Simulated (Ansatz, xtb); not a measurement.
**CH9OPSi3: which of two isomers lies lower**

We compare X, `P[Si@H]1[SiH2]CO[SiH2]1`, a singlet, with Y, `[SiH3][C@@H]1O[SiH2]P[SiH2]1`, a singlet. Both are isolated molecules in the gas phase, relaxed with B3LYP/def2-SVP; the shapes shown needn't be the lowest conformers.

X (Å):

```xyz
15

C    -1.0954   -2.1553    1.4656
O    -0.6336   -2.5033    0.1627
P    -1.5282    2.2868   -0.3361
Si   -0.0314    0.5971    0.0678
Si   -0.1743   -0.5800    2.1128
Si   -0.5713   -1.3949   -1.1069
H    -1.3060    2.9698    0.9008
H    -2.6476    1.5523    0.1671
H     1.3389    1.1053   -0.2352
H    -0.9472    0.0896    3.2020
H     1.1753   -0.9589    2.6292
H    -0.9128   -3.0166    2.1295
H    -2.1904   -1.9822    1.4708
H     0.4438   -1.8955   -2.0722
H    -1.8937   -1.2951   -1.8025
```

Y (Å):

```xyz
15

C    -0.1453    0.1255   -0.6955
O    -1.1531    0.6197    0.2055
P     0.9387   -0.2885    2.4391
Si   -0.1255    1.2784   -2.2123
Si   -1.2305   -0.0163    1.7641
Si    1.5410   -0.0503    0.2382
H     0.2301    2.6617   -1.7882
H     0.8985    0.7817   -3.1808
H    -1.4618    1.2871   -2.8722
H    -0.4159   -0.8903   -1.0531
H    -1.8983   -1.3517    1.7523
H    -1.9969    0.9333    2.6110
H     1.0953    1.1084    2.7041
H     2.2870   -1.2393   -0.2654
H     2.4021    1.1582    0.0854
```

Quicker runs give these differences E(Y) − E(X): GFN2-xTB −86.0 kJ/mol; HF/STO-3G −21.6 kJ/mol (at GFN2-xTB geometries); r2SCAN-D4/def2-SVP −27.1 kJ/mol (at GFN2-xTB geometries).

Q: Estimate E(Y) − E(X) at the level CCSD(T)/def2-SVP + ΔMP2/def2-TZVPP.

A: Calculated at CCSD(T)/def2-SVP + ΔMP2/def2-TZVPP: E(Y) − E(X) = −33.5 kJ/mol, so structure Y lies lower.

The same difference at several levels:

```csv
level,geometry,E(Y) − E(X) (kJ/mol),departure from the last row (kJ/mol),"job, with rough time for the two"
GFN2-xTB,GFN2-xTB,−86.0,−52.5,"optimisation, 0.39 s"
HF/STO-3G,GFN2-xTB,−21.6,+11.9,"single point, 0.46 s"
r2SCAN-D4/def2-SVP,GFN2-xTB,−27.1,+6.4,"single point, 4.4 s"
B3LYP/def2-SVP,B3LYP/def2-SVP,−21.7,+11.8,"optimisation, 81 s"
HF/def2-SVP,B3LYP/def2-SVP,−32.9,+0.6,part of the CCSD(T) run
MP2/def2-SVP,B3LYP/def2-SVP,−37.0,−3.6,part of the CCSD(T) run
CCSD(T)/def2-SVP,B3LYP/def2-SVP,−28.1,+5.4,single point
CCSD(T)/def2-SVP + ΔMP2/def2-TZVPP,B3LYP/def2-SVP,−33.5,,"single point, 56 s"
```

As drawn, Y has 1 C–Si, 1 P–Si, 2 Si–H in place of 2 Si–Si, 1 P–H, 1 C–H.

The levels shown agree on the order. The largest departure from CCSD(T)/def2-SVP + ΔMP2/def2-TZVPP is that of GFN2-xTB, 52.5 kJ/mol. A small imaginary or near-zero mode remains, so no thermal terms are given. The last row adds to CCSD(T) the change of the MP2 difference between the two basis sets, here −5.4 kJ/mol.

The correlated steps freeze 22 core orbitals. Programs: Ansatz 0.2.0, xtb 6.7.1; the last row on 4 threads of Arm Neoverse V1 on a shared host.
